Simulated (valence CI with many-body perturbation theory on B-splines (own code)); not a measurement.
**From CI to CI+MBPT in Pb⁶⁶⁺**

Computed by configuration interaction combined with many-body perturbation theory (CI+MBPT): six valence electrons over a frozen Dirac-Fock core [Ne], radial functions for each j: 9 s, 9 p, 8 d, 6 f, 3 g, 1 h, with the one-electron correlation potential Σ1, the two-electron term Σ2, the three-electron term Σ3, Breit, model QED; selected CI, second order for the rest, scaled by the run's own slope (own B-spline code, finite nucleus).

The last digits are not significant, and no measured levels were compared; by estimate large intervals hold to a few tenths of a per cent, small ones and those within an open d or f shell to about a per cent. Among the levels kept, up to 1200 cm⁻¹ of a level comes from second order outside the variational space, and about a tenth of that is noise between levels of different J, which matters for small intervals.

Each rung adds one term. CI alone is the Dirac-Coulomb CI over the frozen core; QED comes last and gives the full result, which names the levels. Energies are above (3s^2 3p1/2^2 3p3/2^2) J=2 on the same rung, in eV.

Levels are named by their leading jj configuration (3d3/2^4 stands for four electrons in 3d with j = 3/2), which in mixed levels can hold well under half, so a name can repeat and another be missing.

```
                         Level  CI alone
    (3s^2 3p1/2^2 3p3/2^2) J=0     22.01
(3s^2 3p1/2^2 3p3/2 3d3/2) J=2    271.38
(3s^2 3p1/2^2 3p3/2 3d3/2) J=1    281.38
(3s^2 3p1/2^2 3p3/2 3d3/2) J=0    280.66
(3s^2 3p1/2^2 3p3/2 3d3/2) J=3    282.50
(3s^2 3p1/2^2 3p3/2 3d5/2) J=4    408.51
(3s^2 3p1/2^2 3p3/2 3d5/2) J=2    417.01
(3s^2 3p1/2^2 3p3/2 3d5/2) J=3    438.33
(3s^2 3p1/2^2 3p3/2 3d5/2) J=1    450.53
    (3s^2 3p1/2^2 3d3/2^2) J=2    554.36
      (3s^2 3p1/2 3p3/2^3) J=1    578.77
    (3s^2 3p1/2^2 3d3/2^2) J=0    581.57
      (3s^2 3p1/2 3p3/2^3) J=2    590.11
(3s^2 3p1/2^2 3d3/2 3d5/2) J=3    697.05
(3s^2 3p1/2^2 3d3/2 3d5/2) J=2    709.43
(3s^2 3p1/2^2 3d3/2 3d5/2) J=4    716.22
```

(1) What do these energies become with core correlation, Breit and QED?

(2) How does the ionisation energy move along the ladder, and which term matters most?

## Answers

(1) (3s^2 3p1/2^2 3p3/2^2) J=0 22.65 (+0.644); (3s^2 3p1/2^2 3p3/2 3d3/2) J=2 268.28 (-3.100); (3s^2 3p1/2^2 3p3/2 3d3/2) J=1 278.39 (-2.991); (3s^2 3p1/2^2 3p3/2 3d3/2) J=0 278.57 (-2.088); (3s^2 3p1/2^2 3p3/2 3d3/2) J=3 278.66 (-3.833); (3s^2 3p1/2^2 3p3/2 3d5/2) J=4 402.12 (-6.388); (3s^2 3p1/2^2 3p3/2 3d5/2) J=2 410.99 (-6.014); (3s^2 3p1/2^2 3p3/2 3d5/2) J=3 431.62 (-6.703); (3s^2 3p1/2^2 3p3/2 3d5/2) J=1 444.92 (-5.605); (3s^2 3p1/2^2 3d3/2^2) J=2 548.17 (-6.191); (3s^2 3p1/2 3p3/2^3) J=1 573.56 (-5.202); (3s^2 3p1/2^2 3d3/2^2) J=0 576.69 (-4.880); (3s^2 3p1/2 3p3/2^3) J=2 584.16 (-5.954); (3s^2 3p1/2^2 3d3/2 3d5/2) J=3 687.67 (-9.373); (3s^2 3p1/2^2 3d3/2 3d5/2) J=2 700.24 (-9.188); (3s^2 3p1/2^2 3d3/2 3d5/2) J=4 705.54 (-10.677).

(2) CI alone 7659.6, + Σ1 7660.5, + Σ2 7660.9, + Σ3 7660.0, + Breit 7652.7, + QED 7651.7 eV. The largest step is Breit, -7.3 eV. NIST lists 7650 ± 40 eV (theoretical).
